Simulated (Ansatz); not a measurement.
Consider the redistribution: `S[SiH2][TeH]` + `FC([SiH3])CCl` → `ClC[SiH2][TeH]` + `FC([SiH3])S`.

Isolated molecules relaxed with PBE0-D4/def2-TZVP in Ansatz; ΔE leaves out vibrations. CCSD(T)/CBS adds triple-zeta CCSD(T) − MP2 to the extrapolated MP2 energy (def2 sets, frozen cores). DFT in def2-TZVPP. B3LYP here is the variant with VWN-RPA as its local correlation; programs differ in this. def2 core potentials past Kr. For Te outer-core shells are correlated without core-valence functions, which leaves a few kJ/mol of doubt a bond. One conformer a species, not always the lowest.

| level | ΔE (kJ/mol) | difference from CCSD(T)/CBS |
| --- | --- | --- |
| PBE-D4 | 66.4 | -4.3 |
| PBE0-D4 | 71.5 | 0.8 |
| B3LYP-D4 | 69.0 | -1.7 |
| ωB97X-V | 71.1 | 0.4 |
| ωB97M-V | 69.5 | -1.2 |
| PBE | 66.6 | -4.1 |
| r2SCAN | 71.1 | 0.4 |
| PBE0 | 71.7 | 1.0 |
| B3LYP | 69.5 | -1.2 |
| HF/def2-TZVPP | 80.3 | 9.6 |
| SCS-MP2/def2-TZVPP | 71.4 | 0.7 |
| CCSD/def2-TZVPP | 72.8 | 2.1 |
| CCSD(T)/def2-TZVPP | 70.8 | 0.1 |
| MP2/def2-QZVPP | 71.4 | 0.7 |
| SCS-MP2/def2-QZVPP | 71.2 | 0.5 |
| HF/CBS(def2) | 79.6 | 8.9 |
| CCSD(T)/CBS | 70.7 | 0 |

Largest T1 diagnostic among the species: 0.012.

In def2-TZVPP, CCSD(T) changes the Hartree–Fock value by −9.5 kJ/mol (the triples alone add −2.0 kJ/mol) and MP2 by −8.6 kJ/mol. From PBE to PBE0 (25 % exact exchange), in def2-TZVPP and without D4, ΔE moves by +5.1 kJ/mol.
